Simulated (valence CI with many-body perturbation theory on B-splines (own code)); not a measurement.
# Ir⁴⁺: calculated level list

Calculated by valence CI with perturbative core correlation (CI+MBPT): five valence electrons over a frozen Dirac-Fock core [Xe] 4f14, radial functions for each j: 7 s, 7 p, 8 d, 6 f, 4 g, 1 h, with the one-electron correlation potential Σ1 (screened to all orders), the two-electron term Σ2, the three-electron term Σ3, Breit, model QED; selected single and double excitations, second order for the rest, scaled by the run's own slope (own B-spline code, finite nucleus).

No measured spectrum was set against this ion. As an estimate, terms of the open shell hold to 2 to 4 % of their energy, and close levels can change places; different configurations can be misplaced against each other by 1,000 to 8,000 cm⁻¹. Among the levels kept, up to 980 cm⁻¹ of a level comes from second order outside the variational space, and about a tenth of that is noise between levels of different J, which matters for small intervals. Only levels of the ground parity were solved; by the run's estimate the other parity begins above the list, which can be wrong where configurations are misplaced.

Levels 1 to 32 of 32, with energies above the lowest level, 5d⁵ ⁶S_5/2. "Leading %" is the weight of the configuration and term that name the level; weights of strongly mixed levels are sums over their largest components and can fall short, so below about 35 % the name and the second component can differ from the true leading terms, or belong to a minority configuration. In the jj column 3d3/2^4 stands for four electrons in 3d with j = 3/2. Lifetimes count E1, E2, E3, M1 and M2 decay at the calculated energies, and are blank where another channel may lead or the interval is too uncertain; long ones can be off by a factor of two.

| No. | Configuration | Term | J | E (eV) | Leading % | Leading jj | Lifetime |
| --- | --- | --- | --- | --- | --- | --- | --- |
| 1 | 5d⁵ | ⁶S | 5/2 | 0.0000 | 84 | 5d3/2^3 5d5/2^2 (41 %) |  |
| 2 | 5d⁵ | ⁴G | 5/2 | 2.170 | 31 | 5d3/2^4 5d5/2 (65 %) | 42.9 ms |
| 3 | 5d⁵ | ⁴G | 7/2 | 2.826 | 65 | 5d3/2^3 5d5/2^2 (83 %) | 215 ms |
| 4 | 5d⁵ | ⁴D | 3/2 | 2.942 | 47 | 5d3/2^3 5d5/2^2 (84 %) | 22.6 ms |
| 5 | 5d⁵ | ⁴G | 11/2 | 2.993 | 77 | 5d3/2^3 5d5/2^2 (70 %) |  |
| 6 | 5d⁵ | ⁴G | 5/2 | 3.040 | 40 | 5d3/2^3 5d5/2^2 (49 %) | 29.8 ms |
| 7 | 5d⁵ | ⁴G | 9/2 | 3.113 | 83 | 5d3/2^3 5d5/2^2 (51 %) | 2.52 s |
| 8 | 5d⁵ | ⁴P | 1/2 | 3.338 | 58 | 5d3/2^3 5d5/2^2 (55 %) | 624 ms |
| 9 | 5d⁵ | ⁴D | 7/2 | 3.749 | 65 | 5d3/2^2 5d5/2^3 (75 %) | 81.0 ms |
| 10 | 5d⁵ | ²D | 5/2 | 3.989 | 32 | 5d3/2^3 5d5/2^2 (51 %) | 22.6 ms |
| 11 | 5d⁵ | ⁴D | 1/2 | 4.269 | 64 | 5d3/2^2 5d5/2^3 (82 %) | 46.5 ms |
| 12 | 5d⁵ | ²I | 11/2 | 4.345 | 72 | 5d3/2^2 5d5/2^3 (75 %) | 69.1 ms |
| 13 | 5d⁵ | ⁴D | 3/2 | 4.425 | 41 | 5d3/2^2 5d5/2^3 (62 %) | 25.5 ms |
| 14 | 5d⁵ | ²F | 7/2 | 4.584 | 38 | 5d3/2^3 5d5/2^2 (70 %) | 118 ms |
| 15 | 5d⁵ | ²G | 9/2 | 4.743 | 48 | 5d3/2^2 5d5/2^3 (53 %) | 70.3 ms |
| 16 | 5d⁵ | ⁴F | 3/2 | 4.763 | 52 | 5d3/2^2 5d5/2^3 (66 %) | 16.4 ms |
| 17 | 5d⁵ | ²I | 13/2 | 4.785 | 99 | 5d3/2^2 5d5/2^3 (99 %) | 391 ms |
| 18 | 5d⁵ | ²F | 5/2 | 4.952 | 34 | 5d3/2^2 5d5/2^3 (55 %) | 13.4 ms |
| 19 | 5d⁵ | ⁴F | 5/2 | 5.562 | 38 | 5d3/2^2 5d5/2^3 (56 %) | 13.4 ms |
| 20 | 5d⁵ | ²H | 9/2 | 5.610 | 51 | 5d3/2^2 5d5/2^3 (96 %) | 15.9 ms |
| 21 | 5d⁵ | ²G | 7/2 | 5.694 | 49 | 5d3/2^2 5d5/2^3 (84 %) | 53.5 ms |
| 22 | 5d⁵ | ²F | 5/2 | 5.986 | 47 | 5d3/2^2 5d5/2^3 (56 %) | 13.5 ms |
| 23 | 5d⁵ | ²D | 3/2 | 6.053 | 53 | 5d3/2 5d5/2^4 (54 %) | 24.3 ms |
| 24 | 5d⁵ | ²F | 7/2 | 6.181 | 62 | 5d3/2 5d5/2^4 (48 %) | 15.3 ms |
| 25 | 5d⁵ | ⁴F | 7/2 | 6.522 | 45 | 5d3/2 5d5/2^4 (67 %) | 15.8 ms |
| 26 | 5d⁵ | ²S | 1/2 | 6.530 | 79 | 5d3/2^2 5d5/2^3 (33 %) | 14.8 ms |
| 27 | 5d⁵ | ²H | 11/2 | 6.694 | 70 | 5d3/2 5d5/2^4 (91 %) | 10.6 ms |
| 28 | 5d⁵ | ²G | 9/2 | 6.716 | 46 | 5d3/2 5d5/2^4 (62 %) | 26.1 ms |
| 29 | 5d⁵ | ²D | 3/2 | 7.393 | 87 | 5d3/2 5d5/2^4 (42 %) | 9.03 ms |
| 30 | 5d⁵ | ²D | 5/2 | 7.442 | 51 | 5d3/2 5d5/2^4 (44 %) | 7.91 ms |
| 31 | 5d⁵ | ²D | 5/2 | 7.958 | 63 | 5d3/2 5d5/2^4 (33 %) | 8.96 ms |
| 32 | 5d⁵ | ²G | 9/2 | 8.194 | 94 | 5d3/2^2 5d5/2^3 (65 %) | 16.8 ms |

Names give the largest LS component (configuration and term), which can be under half, so a name can repeat, a term be missing and a line seem to break the LS rules; names also repeat where a configuration has a term twice.

The ionisation energy to 5d⁴ ⁵D0 of the next ion comes out as 57.591 eV (NIST: 57 ± 1.9 eV (theoretical)). All 32 levels together are meant to be complete up to 8.209 eV.
